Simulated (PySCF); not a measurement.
C₆H₁₀, SMILES C#CCCCC at its GFN2-xTB optimised geometry (Å):

```
16

C      1.7226    -1.7931    -0.0069
C      0.5263    -1.8116     0.0000
C     -0.9225    -1.8116     0.0000
C     -1.4893    -0.3873     0.0000
C     -1.1298     0.3709     1.2750
C     -1.6864     1.7888     1.2647
H      2.7713    -1.7871    -0.0105
H     -1.2717    -2.3481    -0.8875
H     -1.2762    -2.3498     0.8848
H     -2.5767    -0.4401    -0.0982
H     -1.0996     0.1542    -0.8653
H     -1.5259    -0.1677     2.1398
H     -0.0427     0.4036     1.3743
H     -1.2862     2.3498     0.4229
H     -2.7713     1.7737     1.1802
H     -1.4213     2.3107     2.1812
```

Level of theory: CAM-B3LYP/def2-TZVP (PySCF). Cells within 0.4 Å of a nucleus heavier than hydrogen are left out (blank, or x).

Map of the Laplacian of the electron density (e/bohr⁵), clipped to [-1.50, 1.50] on the plane z = 1.0 Å:

```
|6666666666666666666666666666666|
|6666666666666666666666666666666|
|6666666666666666666666666666666|
|6666666666666666666666666666666|
|6666666666666666666666666666666|
|6666666666666666666666666666666|
|6666666666776666666666666666666|
|6666666677777666666666666666666|
|6666667777657766666666666666666|
|6666677556x37766666666666666666|
|6666676147x67766666666666666666|
|6666667776557776666666666666666|
|6666666777656777666666666666666|
|6666666677769667766666666666666|
|66666666777xx566766666666666666|
|6666666677635777766666666666666|
|6666666677777777666666666666666|
|6666666667777776666666666666666|
|6666666666777766666666666666666|
|6666666666777776777776666666666|
|6666666666777777777777666666666|
|6666666666766777777777666666666|
|6666666666705776666666666666666|
|6666666666767766666666666666666|
|6666666666676666666666666666666|
|6666666666666666666666666666666|
|6666666666666666666666666666666|
|6666666666666666666666666666666|
|6666666666666666666666666666666|
|6666666666666666666666666666666|
|6666666666666666666666666666666|
```
Scale: ten equal steps from -1.50 (start of '0') to 0.733 (end of '9'), in the order '0123456789'; x runs from -5.00 to 5.00, y from -5.00 (bottom) to 5.00 (top).
